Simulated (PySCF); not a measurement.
Isomers of C7H9ClOSi, mass 172.011 u with the commonest isotopes. The calculation used PBE0/pcSseg-1 in PySCF (dipole) on a GFN2-xTB geometry, gas phase. One conformer each, none proved a minimum here; rigid rotors.

Question: Order these by rotational constant C, largest first.
A. `[CH3:1][O:2][SiH2:3][c:4]1[cH:5][cH:6][cH:7][c:8]([Cl:9])[cH:10]1` with C1–O2–Si3–C4 180°, O2–Si3–C4–C5 0°
B. `[CH3:1][C:2]1=[CH:3][CH:4]=[C:5]([O:6][SiH3:7])/[C:8]1=[CH:9]/[Cl:10]` with C4–C5–O6–Si7 0°
C. `[O:1]=[C:2]1[CH:3]=[C:4]([CH2:5]/[CH:6]=[CH:7]\[Cl:8])[CH2:9][SiH2:10]1` with C3–C4–C5–C6 -107°, C4–C5–C6–C7 -112°

Answer: B (433.9 MHz), C (387.8 MHz), A (377.1 MHz).

Question: Order these by rotational constant A, largest first.
A. `[CH3:1][O:2][SiH2:3][c:4]1[cH:5][cH:6][cH:7][c:8]([Cl:9])[cH:10]1` with C1–O2–Si3–C4 180°, O2–Si3–C4–C5 0°
B. `[CH3:1][C:2]1=[CH:3][CH:4]=[C:5]([O:6][SiH3:7])/[C:8]1=[CH:9]/[Cl:10]` with C4–C5–O6–Si7 0°
C. `[O:1]=[C:2]1[CH:3]=[C:4]([CH2:5]/[CH:6]=[CH:7]\[Cl:8])[CH2:9][SiH2:10]1` with C3–C4–C5–C6 -107°, C4–C5–C6–C7 -112°

Answer: A (2634 MHz), C (2344 MHz), B (1596 MHz).

Question: Order these by dipole moment, smallest first.
A. `[CH3:1][O:2][SiH2:3][c:4]1[cH:5][cH:6][cH:7][c:8]([Cl:9])[cH:10]1` with C1–O2–Si3–C4 180°, O2–Si3–C4–C5 0°
B. `[O:1]=[C:2]1[CH:3]=[C:4]([CH2:5]/[CH:6]=[CH:7]\[Cl:8])[CH2:9][SiH2:10]1` with C3–C4–C5–C6 -107°, C4–C5–C6–C7 -112°
C. `[CH3:1][C:2]1=[CH:3][CH:4]=[C:5]([O:6][SiH3:7])/[C:8]1=[CH:9]/[Cl:10]` with C4–C5–O6–Si7 0°

Answer: C (1.22 D), A (2.56 D), B (3.22 D).

| SMILES | point group | Ia (u·Å²) | Ib (u·Å²) | Ic (u·Å²) | κ | μa (D) | μb (D) | μc (D) |
| --- | --- | --- | --- | --- | --- | --- | --- | --- |
| CO[SiH2]c1cccc(Cl)c1 | Cs | 191.89 | 1157.00 | 1340.00 | -0.95 | 2.50 | 0.57 | 0.01 |
| CC1=CC=C(O[SiH3])/C1=C/Cl | Cs | 316.67 | 857.02 | 1164.84 | -0.73 | 1.21 | 0.12 | 0.01 |
| O=C1C=C(C/C=C\Cl)C[SiH2]1 | C1 | 215.65 | 1163.16 | 1303.16 | -0.95 | 3.17 | 0.36 | 0.46 |
